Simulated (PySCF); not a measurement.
BFH, SMILES [BH]F (connectivity only; charge and spin as stated), charge +1, multiplicity 1.

Geometry optimised at PBE-D3(BJ)/def2-TZVPD. The multiplicity is an assumed one; other spin states were not compared. The isomer is the one that the SMILES or the coordinates give; other isomers of the formula were not compared.

These are PBE-D3(BJ)/def2-TZVPD (PySCF) values and carry that method's errors.

Harmonic, unscaled wavenumbers; measured fundamentals usually lie a few per cent lower.

Modes within 1.5 cm⁻¹ of each other (mostly degenerate sets) share a row, with their intensities summed.

```csv
mode,ν (cm⁻¹),IR (km/mol),moving atoms (share of kinetic energy)
1–2,713,58.9,"H 71 %, B 26 %"
3,1597,177.9,"B 50 %, F 38 %, H 13 %"
4,2777,27.9,"H 84 %, B 15 %"
```
